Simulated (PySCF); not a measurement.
**TiO⁺: energy against distance**

Set-up: Ti def2-TZVPPD, O def2-TZVPPD; no relativity (PySCF 2.14). Energies in eV from Ti⁺ (3d2 4s1) + O in their ground configurations at the same level. State: ²Δ (doublet), unpaired electrons δ ↑.

Curves on a restricted Hartree–Fock reference rise too fast on stretching and do not dissociate correctly.

```json
{"R (Å)": "1.402", "ROHF-CCSD": "-4.905"}
{"R (Å)": "1.464", "ROHF-CCSD": "-5.551"}
{"R (Å)": "1.511", "ROHF-CCSD": "-5.798"}
{"R (Å)": "1.558", "ROHF-CCSD": "-5.880"}
{"R (Å)": "1.605", "ROHF-CCSD": "-5.829"}
{"R (Å)": "1.667", "ROHF-CCSD": "-5.601"}
{"R (Å)": "1.745", "ROHF-CCSD": "-5.128"}
{"R (Å)": "1.838", "ROHF-CCSD": "-4.389"}
```

**Question.** Put a parabola through the three lowest points of the ROHF-CCSD curve and estimate Re, k and ωe (reduced mass 11.99 u; 1 eV/Å² = 0.16022 mdyn/Å; ωe = 1302.8·√(k/μ) cm⁻¹).

**Answer.** Through R = 1.511, 1.558, 1.605 Å the second-order coefficient is 30.1 eV/Å², so Re ≈ 1.563 Å, k ≈ 9.65 mdyn/Å and ωe ≈ 1169 cm⁻¹. A polynomial fit of higher order to the unrounded ROHF-CCSD energies gives Re = 1.562 Å, k = 9.54 mdyn/Å, ωe = 1162 cm⁻¹; anharmonicity and rounding make the difference.

The higher-order fit for each curve: ROHF-CCSD: Re = 1.562 Å, ωe = 1162 cm⁻¹, De = 5.88 eV.

Correlated steps freeze 6 core orbitals. For an ion De counts to the pair picked by the measured ionisation energies or electron affinities, which need not be the lowest pair at this level. The state is the lowest single determinant that the PBE0 search found; with open d or f shells the true ground state can be another one.
